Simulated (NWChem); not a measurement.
All runs are NWChem calculations. System: H₃GaS, charge 0, spin multiplicity 1, at a geometry optimised with PBE/def2-SVP. The structure started from a generated list of species. Level: MP2/STO-3G, 14 core orbitals frozen.

Job file:

```
start mol
memory heap 200 mb stack 900 mb global 1100 mb
geometry units angstroms nocenter noautoz
  Ga     0.488030     0.542538     0.000000
  H     -0.088156     2.002667     0.000000
  H      1.999277     0.110561     0.000000
  S     -1.055073    -1.053258     0.000000
  H     -0.158864    -2.079790     0.000000
  symmetry group Cs
end
basis spherical
  * library sto-3g
end
scf
  rhf
  nopen 0
  maxiter 100
  thresh 1e-7
  semidirect memsize 60000000 filesize 0
end
mp2
  freeze core 14
end
task mp2 energy
```

Part of the output:

```
             Northwest Computational Chemistry Package (NWChem) 7.3.0
             --------------------------------------------------------

                                NWChem Input Module
                                -------------------

 Scaling coordinates for geometry "geometry" by  1.889725989
 (inverse scale =  0.529177249)

 Turning off AUTOSYM since
 SYMMETRY directive was detected!

                             Geometry "geometry" -> ""
                             -------------------------

 Output coordinates in angstroms (scale by  1.889725989 to convert to a.u.)

  No.       Tag          Charge          X              Y              Z
 ---- ---------------- ---------- -------------- -------------- --------------
    1 Ga                  31.0000     0.48803000     0.54253800     0.00000000
    2 H                    1.0000    -0.08815600     2.00266700     0.00000000
    3 H                    1.0000     1.99927700     0.11056100     0.00000000
    4 S                   16.0000    -1.05507300    -1.05325800     0.00000000
    5 H                    1.0000    -0.15886400    -2.07979000     0.00000000

 Effective nuclear repulsion energy (a.u.)     157.1345975834

            Nuclear Dipole moment (a.u.)
            ----------------------------
        X                 Y               Z
 ---------------- ---------------- ----------------
     0.0000359048    -0.0000226767     0.0000000000

      Symmetry information
      --------------------

 Group name             Cs
 Group number              2
 Group order               2
 No. of unique centers     5

      Symmetry unique atoms

     1    2    3    4    5


 Summary of "ao basis" -> "" (spherical)
 ------------------------------------------------------------------------------
       Tag                 Description            Shells   Functions and Types
 ---------------- ------------------------------  ------  ---------------------
 *                           sto-3g                   on all atoms

 Summary of "ao basis" -> "ao basis" (spherical)
 ------------------------------------------------------------------------------
       Tag                 Description            Shells   Functions and Types
 ---------------- ------------------------------  ------  ---------------------
 Ga                          sto-3g                  8       18   4s3p1d
 H                           sto-3g                  1        1   1s
 S                           sto-3g                  5        9   3s2p

                                 NWChem SCF Module
                                 -----------------

  ao basis        = "ao basis"
  functions       =    30
  atoms           =     5
  closed shells   =    25
  open shells     =     0
  charge          =   0.00
  wavefunction    = RHF
  use symmetry    = T
  symmetry adapt  = T

 Summary of "ao basis" -> "ao basis" (spherical)
 ------------------------------------------------------------------------------
       Tag                 Description            Shells   Functions and Types
 ---------------- ------------------------------  ------  ---------------------
 Ga                          sto-3g                  8       18   4s3p1d
 H                           sto-3g                  1        1   1s
 S                           sto-3g                  5        9   3s2p

      Symmetry analysis of basis
      --------------------------

        a'         23
        a"          7

 Forming initial guess at       0.0s

      Superposition of Atomic Density Guess
      -------------------------------------

 Sum of atomic energies:       -2295.24705014

      Non-variational initial energy
      ------------------------------

 Total energy =   -2295.065289
 1-e energy   =   -3541.177686
 2-e energy   =    1088.977799
 HOMO         =      -0.031009
 LUMO         =       0.184304

      Symmetry analysis of molecular orbitals - initial
      -------------------------------------------------

  Numbering of irreducible representations:

     1 a'          2 a"

  Orbital symmetries:

     1 a'          2 a'          3 a'          4 a'          5 a'
     6 a"          7 a'          8 a'          9 a'         10 a"
    11 a'         12 a'         13 a'         14 a"         15 a'
    16 a'         17 a'         18 a'         19 a'         20 a"
    21 a'         22 a"         23 a"         24 a'         25 a'
    26 a"         27 a'         28 a'         29 a'         30 a'

 Starting SCF solution at       0.2s

 ----------------------------------------------
         Quadratically convergent ROHF

 Convergence threshold     :          1.000E-07
 Maximum no. of iterations :          100
 Final Fock-matrix accuracy:          1.000E-09
 ----------------------------------------------

              iter       energy          gnorm     gmax       time
             ----- ------------------- --------- --------- --------
                 1    -2295.7638065705  4.97D-01  2.47D-01      0.2
                 2    -2295.7999731499  1.34D-01  4.85D-02      0.2
                 3    -2295.8031674685  1.25D-02  6.09D-03      0.2
                 4    -2295.8033451118  3.36D-03  1.52D-03      0.3
                 5    -2295.8033470731  1.80D-05  9.64D-06      0.3
                 6    -2295.8033470733  6.79D-09  3.71D-09      0.3

       Final RHF  results
       ------------------

         Total SCF energy =  -2295.803347073318
      One-electron energy =  -3532.803877220202
      Two-electron energy =   1079.865932563490
 Nuclear repulsion energy =    157.134597583394

        Time for solution =      0.1s

       Symmetry analysis of molecular orbitals - final
       -----------------------------------------------

  Numbering of irreducible representations:

     1 a'          2 a"

  Orbital symmetries:

     1 a'          2 a'          3 a'          4 a"          5 a'
     6 a'          7 a'          8 a'          9 a'         10 a"
    11 a'         12 a"         13 a'         14 a'         15 a'
    16 a'         17 a'         18 a'         19 a'         20 a"
    21 a"         22 a'         23 a"         24 a'         25 a'
    26 a"         27 a'         28 a'         29 a'         30 a'

             Final eigenvalues
             -----------------

              1
    1 -374.5642
    2  -90.7230
    3  -46.6358
    4  -41.8568
    5  -41.8524
    6  -41.8522
    7   -8.6288
    8   -6.2605
    9   -6.2586
   10   -6.2564
   11   -5.7435
   12   -3.8919
   13   -3.8873
   14   -3.8859
   15   -0.8677
   16   -0.5284
   17   -0.4493
   18   -0.3931
   19   -0.3272
   20   -0.2999
   21   -0.2963
   22   -0.2782
   23   -0.2725
   24   -0.2689
   25   -0.2572
   26    0.1809
   27    0.3725
   28    0.4768
   29    0.4850
   30    0.6308

                       ROHF Final Molecular Orbital Analysis
                       -------------------------------------

 Vector   23  Occ=2.000000D+00  E=-2.724856D-01  Symmetry=a"
              MO Center= -7.4D-01, -7.2D-01,  2.6D-15, r^2= 1.7D+00
   Bfn.  Coefficient  Atom+Function         Bfn.  Coefficient  Atom+Function
  ----- ------------  ---------------      ----- ------------  ---------------
    29      0.900687  4 S  pz                25     -0.275928  4 S  pz
    13      0.263365  1 Ga pz                15      0.252884  1 Ga d -1
    17     -0.238655  1 Ga d  1

 Vector   24  Occ=2.000000D+00  E=-2.688535D-01  Symmetry=a'
              MO Center=  4.3D-01,  4.6D-01, -2.7D-15, r^2= 5.7D-01
   Bfn.  Coefficient  Atom+Function         Bfn.  Coefficient  Atom+Function
  ----- ------------  ---------------      ----- ------------  ---------------
    18      0.880208  1 Ga d  2              14      0.298775  1 Ga d -2
    12      0.220489  1 Ga py                11     -0.180959  1 Ga px
    27      0.156413  4 S  px

 Vector   25  Occ=2.000000D+00  E=-2.571739D-01  Symmetry=a'
              MO Center=  4.5D-01,  5.1D-01,  5.3D-15, r^2= 5.7D-01
   Bfn.  Coefficient  Atom+Function         Bfn.  Coefficient  Atom+Function
  ----- ------------  ---------------      ----- ------------  ---------------
    14      0.777013  1 Ga d -2              16      0.482632  1 Ga d  0
    11      0.224047  1 Ga px                12      0.211669  1 Ga py
    10      0.180726  1 Ga s                 18     -0.153844  1 Ga d  2

 Vector   26  Occ=0.000000D+00  E= 1.809269D-01  Symmetry=a"
              MO Center=  3.7D-01,  4.2D-01, -1.1D-15, r^2= 2.3D+00
   Bfn.  Coefficient  Atom+Function         Bfn.  Coefficient  Atom+Function
  ----- ------------  ---------------      ----- ------------  ---------------
    13      0.992189  1 Ga pz                29     -0.372764  4 S  pz
     9     -0.256859  1 Ga pz

 Vector   27  Occ=0.000000D+00  E= 3.724889D-01  Symmetry=a'
              MO Center=  4.2D-02, -3.0D-02,  8.7D-16, r^2= 2.6D+00
   Bfn.  Coefficient  Atom+Function         Bfn.  Coefficient  Atom+Function
  ----- ------------  ---------------      ----- ------------  ---------------
    10      1.005836  1 Ga s                 28     -0.568893  4 S  py
    27     -0.546795  4 S  px                20     -0.502108  3 H  s
    26     -0.453173  4 S  s                 19     -0.425904  2 H  s
    12     -0.384856  1 Ga py                11     -0.289402  1 Ga px
    16     -0.200808  1 Ga d  0              24      0.151636  4 S  py

 Vector   28  Occ=0.000000D+00  E= 4.768339D-01  Symmetry=a'
              MO Center= -4.7D-01, -1.4D+00, -1.3D-16, r^2= 1.8D+00
   Bfn.  Coefficient  Atom+Function         Bfn.  Coefficient  Atom+Function
  ----- ------------  ---------------      ----- ------------  ---------------
    30      1.030921  5 H  s                 28      0.719993  4 S  py
    27     -0.569344  4 S  px                26     -0.486168  4 S  s
    19     -0.284129  2 H  s                 12      0.250980  1 Ga py
    11     -0.195901  1 Ga px                24     -0.192432  4 S  py
    20      0.166606  3 H  s                 23      0.150806  4 S  px

 center of mass
 --------------
 x =   0.03038418 y =   0.06825758 z =   0.00000000

 moments of inertia (a.u.)
 ------------------
         228.671556861227        -193.182727385202           0.000000000000
        -193.182727385202         200.128463675246           0.000000000000
           0.000000000000           0.000000000000         428.800020536473

  Mulliken analysis of the total density
  --------------------------------------

    Atom       Charge   Shell Charges
 -----------   ------   -------------------------------------------------------
    1 Ga  31    30.74   2.00  2.00  6.00  2.00  5.95  1.21  1.83  9.76
    2 H    1     1.10   1.10
    3 H    1     1.10   1.10
    4 S   16    16.02   2.00  2.00  5.96  1.88  4.18
    5 H    1     1.04   1.04

       Multipole analysis of the density wrt the origin
       ------------------------------------------------

     L   x y z        total         open         nuclear
     -   - - -        -----         ----         -------
     0   0 0 0     -0.000000      0.000000     50.000000

     1   1 0 0      0.281621      0.000000      0.000036
     1   0 1 0     -0.132007      0.000000     -0.000023
     1   0 0 1      0.000000      0.000000      0.000000

     2   2 0 0    -23.753124      0.000000    104.362048
     2   1 1 0     -0.744042      0.000000     94.144480
     2   1 0 1      0.000000      0.000000      0.000000
     2   0 2 0    -21.818658      0.000000    125.783012
     2   0 1 1      0.000000      0.000000      0.000000
     2   0 0 2    -19.525898      0.000000      0.000000

                   NWChem MP2 Semi-direct Energy/Gradient Module
                   ---------------------------------------------

  Basis functions       =     30
  Molecular orbitals    =     30
  Frozen core           =     14
  Frozen virtuals       =      0
  Active alpha occupied =     11
  Active beta occupied  =     11
  Active alpha virtual  =      5
  Active beta virtual   =      5
  Use MO symmetry       = T
  Use skeleton AO sym   = T

  AO/Fock/Back tols     =   1.0D-09  1.0D-09  1.0D-09

 GA uses MA = F    GA memory limited = T

 Available:
  local mem=  1.26D+08
 global mem=  1.44D+08
 local disk=  0.00D+00
  mp2_memr nvloc                     5
  nvloc new                     5
   1 passes of  11:        2097152                       3238                     82185.
   1 passes of  11: M    126155172           G      144177400           F     124058020.

 Semi-direct pass number   1 of   1  for RHF alpha+beta  at        0.4s
  vrange nnbf                   431
  mp2_eaftype                    10  avail_ma_in_mb                  1099
 EAF : mp2_eaftype filesize          10      41092.
  mp2_eaf for mointskh                     10
Node 0 wrote      0.2 Mb in      0.0 s     Agg I/O rate:   944.9 Mb/s
 Done moints_semi at        0.7s
  mp2_eaftype                    10  avail_ma_in_mb                  1089
 EAF : mp2_eaftype filesize          10      41092.
  mp2_eaf for kh                    10
 Done maket at        0.7s
 Done multipass loop at        0.7s

          -------------------------------------------
          SCF energy               -2295.803347073318
          Correlation energy          -0.073822623007
          Singlet pairs               -0.059470999563
          Triplet pairs               -0.014351623444
          Total MP2 energy         -2295.877169696325
          -------------------------------------------

          ---------------------------------------------------
                    Spin Component Scaled (SCS) MP2
          Same spin pairs                     -0.009567748963
          Same spin scaling factor             0.333333333333
          Opposite spin pairs                 -0.064254874044
          Opposite spin scaling fact.          1.200000000000
          SCS-MP2 correlation energy          -0.080295098507
          Total SCS-MP2 energy             -2295.883642171825
          ---------------------------------------------------

 -----------------------
 Performance information
 -----------------------

 Timer overhead =  1.89D-07 seconds/call

               Nr. of calls         CPU time (s)                 Wall time (s)                GFlops
             ---------------    -------------------     ------------------------------   -------------------
Name         Min   Avg   Max    Min     Avg     Max     Min     Avg     Max   Mx/calls   Min     Max     Sum
mp2: moin     1     1     1   0.39    0.39    0.39     0.39    0.39    0.39    0.39      0.0     0.0     0.0
mp2: make     1     1     1   2.03E-3 2.03E-3 2.03E-3  2.03E-3 2.03E-3 2.03E-3 2.03E-3   0.0     0.0     0.0
mp2: tota     1     1     1   0.41    0.41    0.41     0.41    0.41    0.41    0.41      0.0     0.0     0.0

 The average no. of pstat calls per process was 3.00D+00
 with a timing overhead of 5.67D-07s

 Task  times  cpu:        0.7s     wall:        0.7s

 Total times  cpu:        0.8s     wall:        0.8s
```
